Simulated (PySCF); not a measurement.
**Ionisation energy of Pt by level of theory**

Pt [Xe] 4f14 5d9 6s1 [5d3/2^4 5d5/2^5 6s1/2^1, M_J = 3] → Pt⁺ [Xe] 4f14 5d9 [5d3/2^4 5d5/2^5, M_J = 5/2], as a difference of total energies. All numbers are calculated (PySCF 2.14, the two-component X2C-1e Hamiltonian, in x2c-TZVPPall-2c (11s11p10d3f1g, 124 functions)). Correlated levels: [Kr] 4d10 4f14 frozen; the 34 highest virtual spinors dropped. "Screened" scales the spin-orbit matrix elements by Boettger's factors to mimic the two-electron term; Breit and QED terms are absent.

```json
{"method": "GHF (spin-free)", "ionisation energy (eV)": "7.597", "error (eV)": "-1.362"}
{"method": "GMP2 (spin-free)", "ionisation energy (eV)": "9.092", "error (eV)": "+0.133"}
{"method": "GHF (screened spin-orbit)", "ionisation energy (eV)": "7.570", "error (eV)": "-1.389"}
{"method": "GMP2 (screened spin-orbit)", "ionisation energy (eV)": "9.075", "error (eV)": "+0.116"}
```

Reference: 8.959 eV (measured; NIST Atomic Spectra Database, ionization energies).

The spin-free rows relax to the high-spin LS determinant and lack the spin-orbit shift.

Errors of the correlated levels include the incompleteness of this basis and the frozen core.

The labels give the starting determinants; with spin-orbit coupling the two ends relaxed to ⟨J²⟩ = 12.08, ⟨L²⟩ = 6.23, ⟨S²⟩ = 2.18 and ⟨J²⟩ = 10.52, ⟨L²⟩ = 7.08, ⟨S²⟩ = 1.24.

The determinant of Pt⁺ mixes levels of different J (the jj label is only the starting occupation), so the difference between spin-free and spin-orbit rows is not the physical spin-orbit shift.
